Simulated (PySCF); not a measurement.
## Relaxation of doublet GeH3

Method: PySCF, UPBE0, basis Ge def2-TZVP, H def2-TZVP (no relativity, density fitting). A (50,194) grid was used.

A hand-made T-shaped start, of C2v symmetry, held to at least that symmetry:

```xyz
4
charge 0 multiplicity 2, angstrom
Ge    0.0000    0.0000   -0.0214
H     0.0000    0.0000    1.5086
H     1.5291    0.0000    0.0320
H    -1.5291    0.0000    0.0320
```

Optimiser trace:
```json
{"step": "0", "E − E(last) (kJ/mol)": "141.67", "largest gradient (Eh/bohr)": "0.04083"}
{"step": "1", "E − E(last) (kJ/mol)": "75.90", "largest gradient (Eh/bohr)": "0.04119"}
{"step": "2", "E − E(last) (kJ/mol)": "22.56", "largest gradient (Eh/bohr)": "0.02842"}
{"step": "3", "E − E(last) (kJ/mol)": "8.58", "largest gradient (Eh/bohr)": "0.01753"}
{"step": "4", "E − E(last) (kJ/mol)": "0.28", "largest gradient (Eh/bohr)": "0.00600"}
{"step": "5", "E − E(last) (kJ/mol)": "0.11", "largest gradient (Eh/bohr)": "0.00291"}
{"step": "6", "E − E(last) (kJ/mol)": "0.00", "largest gradient (Eh/bohr)": "0.00029"}
{"step": "7", "E − E(last) (kJ/mol)": "0.00", "largest gradient (Eh/bohr)": "0.00008"}
```

It ends at D3h with Ge–H 1.518 Å (×3); H–Ge–H 120.0° (×3). A frequency run shows 1 imaginary mode, down to 656i cm⁻¹, so it is a saddle point. Other isomers or separated fragments may lie lower.

The relaxation took 6 s on 2 threads of a shared Arm Neoverse V2 host, with 66 basis functions and 8 gradients; the process peaked at 0.49 GiB. Launch command: `OMP_NUM_THREADS=2 python axn.py task.json out`.
